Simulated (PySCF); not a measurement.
Isomers of C6H9FS, one GFN2-xTB conformer each. Single-point energies are computed at PBE0/pcSseg-1 (PySCF, gas phase, no added dispersion term), electronic only.

| SMILES | GFN2-xTB relative energy (kJ/mol) |
| --- | --- |
| C=C(F)CC(=C)SC | 116.4 |
| CS[C@H](C)C#CCF | 142.7 |
| CS[C@@H]1C[C@@]12C[C@@H]2F | 124.4 |
| CC[C@H]1C=C(F)SC1 | 0.0 |

Conformers: `[CH2:1]=[C:2]([F:3])[CH2:4][C:5](=[CH2:6])[S:7][CH3:8]` with C1–C2–C4–C5 -98°, C2–C4–C5–C6 -91°, C4–C5–S7–C8 -173°; `[CH3:1][S:2][C@H:3]([CH3:4])[C:5]#[C:6][CH2:7][F:8]` with C1–S2–C3–C4 65°; `[CH3:1][S:2][C@@H:3]1[CH2:4][C@@:5]12[CH2:6][C@@H:7]2[F:8]` with C1–S2–C3–C4 -82°; `[CH3:1][CH2:2][C@H:3]1[CH:4]=[C:5]([F:6])[S:7][CH2:8]1` with C1–C2–C3–C4 64°, C2–C3–C4–C5 101°, C4–C5–S7–C8 11°, C5–S7–C8–C3 -21°, C2–C3–C8–S7 -95°.

**Question.** What does PBE0/pcSseg-1 give for the same structures?

**Answer.** 
| SMILES | PBE0/pcSseg-1 E (Eh) | PBE0/pcSseg-1 (kJ/mol) | GFN2-xTB (kJ/mol) | point group |
| --- | --- | --- | --- | --- |
| CC[C@H]1C=C(F)SC1 | -731.49396 | 0.0 | 0.0 | C1 |
| C=C(F)CC(=C)SC | -731.46617 | 72.9 | 116.4 | C1 |
| CS[C@@H]1C[C@@]12C[C@@H]2F | -731.44046 | 140.5 | 124.4 | C1 |
| CS[C@H](C)C#CCF | -731.43649 | 150.9 | 142.7 | C1 |

Both levels put the same isomer lowest; measured from each level's own lowest isomer, the values differ by up to 43.5 kJ/mol (C=C(F)CC(=C)SC: 116.4 against 72.9). As drawn, the lowest has a C=C bond outside aromatic rings, which the highest lacks; the highest has a C≡C bond, which the lowest lacks. Neighbours about 10 kJ/mol apart or less (CS[C@@H]1C[C@@]12C[C@@H]2F and CS[C@H](C)C#CCF) can change places with a better method, another conformer or zero-point energy.

**Question.** Which frontier levels, dipoles and rotational constants go with these structures?

**Answer.** 
```json
{"SMILES": "CC[C@H]1C=C(F)SC1", "HOMO (eV, PBE0/pcSseg-1)": "-6.15", "LUMO (eV)": "0.26", "dipole (D)": "2.71", "A, B, C (MHz)": "2730, 1248, 960.1"}
{"SMILES": "C=C(F)CC(=C)SC", "HOMO (eV, PBE0/pcSseg-1)": "-6.32", "LUMO (eV)": "-0.12", "dipole (D)": "1.54", "A, B, C (MHz)": "2948, 1043, 891.3"}
{"SMILES": "CS[C@@H]1C[C@@]12C[C@@H]2F", "HOMO (eV, PBE0/pcSseg-1)": "-6.41", "LUMO (eV)": "0.87", "dipole (D)": "2.55", "A, B, C (MHz)": "3729, 920.1, 870.6"}
{"SMILES": "CS[C@H](C)C#CCF", "HOMO (eV, PBE0/pcSseg-1)": "-6.49", "LUMO (eV)": "0.25", "dipole (D)": "0.56", "A, B, C (MHz)": "2779, 787.4, 723.3"}
```
